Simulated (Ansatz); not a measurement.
Molecule: CH7ClNSi2 (charge 0, doublet). It need not be the lowest isomer of its formula. 
Geometry from a B3LYP-D3(BJ)/def2-TZVP (Ansatz, a program for electronic structure) optimisation:
```
N
H 1 1.0114
Si 1 1.7249 2 115.34
Si 1 1.7393 2 115.00 3 -178.78
H 4 1.4798 1 107.77 2 11.91
H 4 1.4812 5 109.82 1 -120.31
H 4 1.4826 5 109.23 6 -117.69
C 3 1.8767 1 108.54 2 168.03
H 8 1.0898 3 110.17 1 -178.11
H 8 1.0915 9 108.41 3 121.38
H 8 1.0933 9 108.45 10 118.13
Cl 3 2.0962 1 108.98 2 49.38
```
Charge 0, spin multiplicity 2.

Property: atomisation energy (electronic, to ground-state atoms), in kcal/mol. Correlated levels leave the core frozen unless marked. UHF or UKS for open shells. No spin-orbit coupling. No relativistic terms. The coupled-cluster limit lacks core correlation, which all-electron functionals hold. CBS marks a two-point X^-3 extrapolation of the correlation energy; Hartree-Fock from the larger set.

```
level                            program  atomisation energy (kcal/mol)
------------------------  --------------  -----------------------------
HF/STO-3G                         Ansatz                          897.6
revPBE-D3(BJ)/def2-TZVPD  Ansatz + dftd3                          956.2
```

Q: What does CCSD(T)/CBS(cc-pV(T+d)Z,cc-pV(Q+d)Z) (Ansatz) give?

A: 971.9 kcal/mol, so revPBE-D3(BJ)/def2-TZVPD differs from it by -15.7 kcal/mol.
